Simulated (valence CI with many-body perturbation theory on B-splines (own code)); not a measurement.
Values are calculated unless marked as measured or tabulated.
## Sensitivity of CI+MBPT for Ho LXI

Method: relativistic CI+MBPT: five valence electrons over a frozen Dirac-Fock core [He], a basis of 6 s, 6 p, 5 d, 3 f, 1 g functions for each j, with the one-electron correlation potential Σ1 (screened to all orders), the two-electron term Σ2, the three-electron term Σ3, Breit, model QED; selected single and double excitations, second order for the rest, scaled by the run's own slope (own B-spline code, finite nucleus).

The last digits are not significant, and no measured levels were compared; by estimate large intervals hold to a few tenths of a per cent, small ones and those within an open d or f shell to about a per cent. Among the levels kept, up to 1800 cm⁻¹ of a level comes from second order outside the variational space, and about a tenth of that is noise between levels of different J, which matters for small intervals.

The reference run has the lowest level (2s^2 2p1/2^2 2p3/2) J=3/2 and an ionisation energy of 13417.6 eV. Its largest variational space holds 10000 state functions.

Levels are named by their leading jj configuration (3d3/2^4 stands for four electrons in 3d with j = 3/2), which in mixed levels can hold well under half, so a name can repeat and another be missing. Letters in brackets count levels of one name in rising energy.

Changed runs:
A. logarithmic knot step 0.27 → 0.2
B. shift of the energy in Σ1 (hartree) 0 → -35.208; hole-hole ladder in Σ2 on → off
C. three-electron term on → off
D. start configuration 2s2 2p3 → 2s2 3p3 (bad on purpose)

Excitation energies of the reference run in cm⁻¹, and shifts in cm⁻¹:

| Level | Reference | A | B | C |
| --- | --- | --- | --- | --- |
| (2s^2 2p1/2 2p3/2^2) J=3/2 | 7049770 | -28 | -72 | +55 |
| (2s^2 2p1/2 2p3/2^2) J=5/2 | 7232060 | -28 | -72 | +357 |
| (2s^2 2p1/2 2p3/2^2) J=1/2 | 7590860 | -28 | +26 | +633 |
| (2s 2p1/2^2 2p3/2^2) J=5/2 | 9446630 | -4.7 | -171 | +780 |
| (2s 2p1/2^2 2p3/2^2) J=1/2 | 10192800 | -5.0 | -69 | +1439 |
| (2s 2p1/2^2 2p3/2^2) J=3/2 | 10204100 | -5.4 | -171 | +1879 |
| (2s^2 2p3/2^3) J=3/2 | 14655500 | -57 | -48 | +673 |
| (2s 2p1/2 2p3/2^3) J=3/2 [a] | 16693300 | -33 | -197 | +961 |
| (2s 2p1/2 2p3/2^3) J=5/2 | 17006500 | -33 | -197 | +1347 |
| (2s 2p1/2 2p3/2^3) J=1/2 | 17444900 | -33 | -196 | +2000 |
| (2s 2p1/2 2p3/2^3) J=3/2 [b] | 17520700 | -33 | -197 | +2075 |
| (2p1/2^2 2p3/2^3) J=3/2 | 20166000 | -11 | -89 | +2828 |
| Ionisation energy (eV) | 13417.6 | 0 | -0.0042 | +0.16 |

Run D: It gave no result: the start configuration must fill the lowest shells above the core. The program said: "3p is not the lowest shell of its kind above the core".
